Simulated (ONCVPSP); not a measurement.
Configuration tests for vanadium (V) (ONCV)

* Element: vanadium
* Generator: ONCVPSP 4.0.1
* Type: optimised norm-conserving Vanderbilt (ONCV)
* Functional: PBE
* Relativity: scalar-relativistic
* Frozen core: [Ne]
* Valence charge: 13
* Reference configuration: 3s2 3p6 3d3 (charge +2)
* Partial waves: 3s: rc 1.25 bohr, ncon 4, nbas 8, qcut 10.1 1/bohr, 2 projectors, debl 3.4 Ha; 3p: rc 1.35 bohr, ncon 3, nbas 7, qcut 10.1 1/bohr, 2 projectors, debl 3.6 Ha; 3d: rc 2.05 bohr, ncon 3, nbas 7, qcut 6.3 1/bohr, 2 projectors, debl 3 Ha
* Local potential: polynomial inside 0.80 bohr (lpopt 2, dvloc0 -1 Ha)
* Core correction: none

Energies are relative to the spin-unpolarised reference configuration 3s2 3p6 3d3; without spin polarisation the order of configurations can differ from experiment.

(1) Give the all-electron excitation energy and the error of the potential for: 3s2 3p6 3d3 4s2; 3s2 3p6 3d3 4s1; 3s2 3p6 3d2; 3s1 3p6 3d3 4s2.

Levels in the configuration 3s1 3p6 3d3 4s2:

| level | all-electron (eV) | pseudo (eV) |
| --- | --- | --- |
| 3s | -85.232 | -85.733 |
| 3p | -58.739 | -59.193 |
| 3d | -18.603 | -18.178 |
| 4s | -12.677 | -12.706 |

Answers

(1)

| valence configuration | charge | ΔE all-electron (eV) | error AE − PS (meV) |
| --- | --- | --- | --- |
| 3s2 3p6 3d3 4s2 | 0 | -22.031 | +0.8 |
| 3s2 3p6 3d3 4s1 | +1 | -14.296 | -1.2 |
| 3s2 3p6 3d2 | +3 | 28.897 | +286 |
| 3s1 3p6 3d3 4s2 | +1 | 55.398 | -226 |
